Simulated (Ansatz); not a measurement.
A search over several starts for the lowest SCF solution of Hf₂P₂ at the given spin, in a small basis.

```yaml
crystal:
  periodic: [false, false, false]
  atoms:
    - {symbol: Hf, position_ang: [0.849792, 0.229355, 1.130747]}
    - {symbol: Hf, position_ang: [-0.263686, -0.922387, -1.064435]}
    - {symbol: P, position_ang: [0.856745, 1.219285, -1.074295]}
    - {symbol: P, position_ang: [-1.442850, -0.526252, 1.007973]}
basis:
  gaussian: {orbitals: def2-SVP, initial_orbitals: start.molden}
hamiltonian: {xc: pbe0, dispersion: d4}
output: {orbitals: {seedname: orbitals}}
```

The file start.molden holds the orbitals of an earlier run on this structure, at another level or in another basis.

```sh
$ ansatz run in.yaml --threads 4 --pin off --events-out ev --progress --plain --max-ram 3916MiB
```

Shortened log:

```
Functional definition: PBE0
  name "PBE0"
  cite "Adamo & Barone, J. Chem. Phys. 110, 6158 (1999) doi:10.1063/1.478522"
  cite "Perdew, Burke & Ernzerhof, Phys. Rev. Lett. 77, 3865 (1996) doi:10.1103/PhysRevLett.77.3865"
  parent pbe
  parameter a = 0.25
  parameter kappa = 0.804
  parameter beta = 0.06672455060314922
  exchange = (1 - a)*pbe_x(kappa = kappa, mu = beta*pi^2/3) + a*exact_x
  correlation = pbe_c(beta = beta)
1118 factors; their error is unknown
mean field evaluation 1: about -21175.1504 eV, gradient 6.2e0 eV
mean field evaluation 2: about -21175.2578 eV, gradient 1.8e-1 eV
mean field evaluation 4: about -21175.5624 eV, gradient 1.5e-3 eV
mean field evaluation 8: about -21175.5624 eV, gradient 3.3e-5 eV
mean field evaluation 16: about -21175.2574 eV, gradient 1.5e-1 eV
mean field evaluation 32: about -21175.5624 eV, gradient 2.2e-5 eV
mean field -21175.56239072 eV, -778.1875645474 hartree, gradient 2.2e-5 eV, S^2 0.000000; 1 other end points of the search recorded, 0 dependent functions left out
reference -21175.56242158 eV, -778.1875656813 hartree; 27, 27 occupied and 73, 73 virtual orbitals, 1118 factors
Total energy: -21175.72165303 eV, -778.1934173293 hartree
```

It took 6 s on 4 threads of Arm Neoverse N1 on a shared host.

In the def2 sets Hf takes a core potential; there is no spin–orbit coupling. The restricted singlet is unstable towards broken spin symmetry at other levels; at PBE0-D4/def2-SVP this wasn't settled. The geometry of the singlet was relaxed on an unsound state (restricted singlet, unstable towards broken spin symmetry at other levels and untested here). The structure comes from a short search, and lower isomers may exist.
